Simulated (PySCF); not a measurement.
Pb(NH2)(SiH3) (H5NPbSi), SMILES [NH2][Pb][SiH3] (connectivity only; charge and spin as stated), neutral, multiplicity 1. Atoms are numbered in the order given.

```xyz
8

Pb     0.2384    -0.4281     0.0000
N     -1.8797    -0.6391     0.0000
H     -2.3578    -1.5355     0.0000
H     -2.5443     0.1291     0.0000
Si    -0.0760     2.3108     0.0000
H      0.5497     2.9631     1.2008
H     -1.5273     2.7040     0.0000
H      0.5497     2.9631    -1.2008
```

Geometry: PBE0-D3(BJ)/def2-SVP. The def2 effective core potentials stand for the cores of Pb; spin–orbit coupling is left out. Other conformers were not sampled.

Method: PBE/def2-TZVPD in PySCF.

Symmetry labels are those of the subgroup Cs that the program uses (full group Cs).

Problem. List the valence orbital energies around the gap with their symmetry. (An estimate is asked for; the answer gives what the named calculation found.)

Solution. 
```csv
orbital,symmetry,energy (eV)
HOMO−7,A',-13.13
HOMO−6,A',-11.92
HOMO−5,A',-11.51
HOMO−4,A',-8.02
HOMO−3,A",-7.95
HOMO−2,A',-7.61
HOMO−1,A",-6.04
HOMO,A',-5.30
LUMO,A",-2.95
LUMO+1,A',-1.23
LUMO+2,A',-0.64
LUMO+3,A',-0.23
```
